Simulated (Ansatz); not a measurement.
Born–Oppenheimer molecular dynamics of CH$_{5}$BClN (9 atoms, charge 0, multiplicity 1). It goes on from the last frame of an earlier run, with new velocities.

The calculation used RKS PBE/STO-3G in Ansatz.

| Item | Value |
| --- | --- |
| ensemble | NVE (velocity Verlet) |
| time step | 0.5 fs |
| steps asked | 100 |
| starting velocities drawn for | 400 K |
| masses | H 3.016 u |
| seed | 433642 |

First frame:

```xyz
9
Properties=species:S:1:pos:R:3
B -0.009 -0.090 0.108
N 0.013 0.102 1.488
H -0.879 0.378 1.961
H 0.821 0.123 2.147
Cl 1.514 -0.453 -0.785
C -1.302 -0.022 -0.752
H -1.696 -1.100 -0.864
H -2.158 0.581 -0.402
H -1.159 0.304 -1.801
```

How far do the bonds stretch over the last three quarters of this one trajectory? (Pairs bonded in most of those frames.)


```
  bond  mean (Å)  spread (Å)  shortest  longest
 B1–N2     1.400       0.004      1.39     1.41
B1–Cl5     1.829       0.024      1.79     1.86
 B1–C6     1.586       0.039      1.52     1.64
 N2–H3     1.047       0.016      1.03     1.07
 N2–H4     1.049       0.006      1.04     1.06
 C6–H7     1.115       0.022      1.07     1.15
 C6–H8     1.107       0.012      1.08     1.13
 C6–H9     1.105       0.008      1.09     1.12
```

Mean temperature of the second half: 291 K. The conserved energy stayed within 0.057 meV per atom of its start (net change 0.02 meV per atom), so the integration is sound. A run of 0.05 ps of so small a system gives no equilibrium averages. Limits of this set-up: minimal basis.

Run time: 2.2 min on 1 thread of Arm Neoverse V1 (shared host), peak memory 0.083 GiB.
